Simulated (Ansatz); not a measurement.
[(E)-2-silylethenyl]silane (C2H8Si2), SMILES [SiH3]/C=C/[SiH3].

Geometry: PBE0-D3(BJ)/def2-SVP.

Two levels are set side by side: PBE/def2-SVPD (Ansatz, an electronic-structure program) and CAM-B3LYP/def2-SVPD (Ansatz). Energy differences of separate SCF runs at the same geometry; the states with an electron removed or added have multiplicity 2 and 2. Differences are taken from unrounded values.

```json
[
 {"quantity": "vertical ionisation energy (eV)", "CAM-B3LYP": "10.03", "PBE": "9.66", "PBE minus CAM-B3LYP": "-0.38"},
 {"quantity": "vertical singlet–triplet gap (eV)", "CAM-B3LYP": "4.04", "PBE": "4.06", "PBE minus CAM-B3LYP": "0.03"}
]
```
